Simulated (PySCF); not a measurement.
C4H6BNO, SMILES C1(B(N)C(O1)=C)=C. Geometry: r2SCAN-D4/def2-SVP. The structure was generated by enumeration, and PubChem lists no compound with its InChIKey, so it may never have been made. Other conformers were not sampled.

These are PySCF with r2SCAN-D4/def2-SVP values and carry that method's errors.

Harmonic wavenumbers (cm⁻¹): 111, 209, 223, 266, 355, 470, 524, 597, 623, 674, 707, 723, 738, 754, 834, 837, 876, 936, 1038, 1157, 1217, 1375, 1376, 1476, 1615, 1688, 1778, 3153, 3153, 3263, 3263, 3598, 3703. Rotational constants (GHz): 3.656, 2.611, 1.523; symmetry number 2.

**Question.** Work out the zero-point energy and the ideal-gas rigid-rotor harmonic-oscillator thermochemistry at 298.15 K and 1 atm.

**Answer.** ZPE = ½ Σ hcν = ½ × 43311 cm⁻¹ = 259.06 kJ/mol. H − E(el) = 280.10 kJ/mol. Entropy in J/(mol K): translation 165.53, rotation 109.27, vibration 60.67, total 335.47. G − E(el) = 180.08 kJ/mol. Cp = 120.06 J/(mol K). Modes under 150 cm⁻¹ make the vibrational entropy uncertain.
